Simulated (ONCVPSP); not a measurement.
## Transferability test, ONCV potential for platinum

Pt, optimised norm-conserving Vanderbilt (ONCV), made with ONCVPSP 4.0.1 (PBE, scalar-relativistic). Core [Kr] 4d10, reference 4f14 5s2 5p6 5d9 6s0.5 6p0.5. Waves: 5s+6s: rc 1.60 bohr, ncon 4, nbas 7, qcut 7.6 1/bohr, 2 projectors; 5p+6p: rc 1.95 bohr, ncon 4, nbas 8, qcut 5.7 1/bohr, 2 projectors; 5d: rc 1.70 bohr, ncon 4, nbas 9, qcut 7.2 1/bohr, 1 projector; 4f: rc 0.65 bohr, ncon 4, nbas 9, qcut 26.4 1/bohr, 2 projectors, debl 3.8 Ha. Local part: polynomial inside 0.45 bohr (lpopt 2, dvloc0 1 Ha). Core correction: Teter function, fcfact 3.75, rcfact 1.45.

Energies are relative to the spin-unpolarised reference configuration 4f14 5s2 5p6 5d9 6s0.5 6p0.5; without spin polarisation the order of configurations can differ from experiment. Not all tests gave a result: 1 of 4 tests not solved or not reliable.

```csv
valence configuration,charge,ΔE all-electron (eV),error AE − PS (meV)
4f14 5s2 5p6 5d9 6s1 6p0,0,-2.461,+0.6
4f14 5s2 5p6 5d9 6s0 6p0,+1,6.734,-3.4
4f14 5s2 5p6 5d9 6s0 6p1,0,2.589,-1.1
```

Levels in the configuration 4f14 5s2 5p6 5d9 6s0 6p1:

```json
{"level": "4f", "all-electron (eV)": "-72.099", "pseudo (eV)": "-72.155"}
{"level": "5s", "all-electron (eV)": "-103.870", "pseudo (eV)": "-103.885"}
{"level": "5p", "all-electron (eV)": "-58.096", "pseudo (eV)": "-58.102"}
{"level": "5d", "all-electron (eV)": "-8.115", "pseudo (eV)": "-8.115"}
{"level": "6p", "all-electron (eV)": "-1.835", "pseudo (eV)": "-1.836"}
```

Note: ghosts flagged at negative energy: s at -711.7 eV, p at -225.5 eV, d at -28.4 eV; no localised positive-energy state flagged. A true bound ghost makes a file unfit for plane-wave use.
